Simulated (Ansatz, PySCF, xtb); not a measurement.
Lewis adduct: GaH3 (SMILES [GaH3]) (first 4 atoms) with H2O (SMILES O); geometry from B3LYP-D3(BJ)/def2-TZVP, rigid monomers moved along the line of their centres of mass till Ga1···O5 is 3.12 Å.
(charge 0, multiplicity 1):
```tsv
atom	x (Å)	y (Å)	z (Å)
Ga	0.3967	-0.3761	0.6852
H	1.8829	-0.0976	1.1226
H	-0.2292	-1.8111	0.8526
H	-0.2872	0.6261	-0.3304
O	-0.9289	0.8383	3.2306
H	-1.8906	0.7659	3.1921
H	-0.7241	1.7772	3.3214
```

Monomers are frozen at their geometry in the pair; levels with a basis set take the counterpoise correction. Rows marked so take none.

Cores are frozen in the correlated methods. Filled d and f shells under p-block atoms count as core. Rows in STO-3G carry no dispersion term and start afresh at each structure; the Pople sets are all-electron and without relativity.

The values were computed with Ansatz (an electronic-structure program) with Gaussian orbitals; PySCF for STO-3G rows, the dispersion terms; xtb for the GFN methods. Values without a source in brackets are computed.

```
level                        interaction energy (kcal/mol)
---------------------------  -----------------------------
GFN1-xTB                                            -10.22
HF/STO-3G (no counterpoise)                          -6.28
PBE/def2-TZVPPD                                 (withheld)
B3LYP-D3(BJ)/def2-TZVPPD                             -6.42
B3LYP-D4/def2-TZVPPD                                 -6.48
PBE0-D4/def2-TZVPPD                                  -6.56
SCS-MP2/aug-cc-pVTZ                                  -6.28
CCSD(T)/aug-cc-pVDZ                                  -6.32
CCSD(T)/aug-cc-pVTZ                                  -6.51
```

Task: Some entries are withheld; supply them.

Result: 
- PBE/def2-TZVPPD, interaction energy (kcal/mol): -5.99
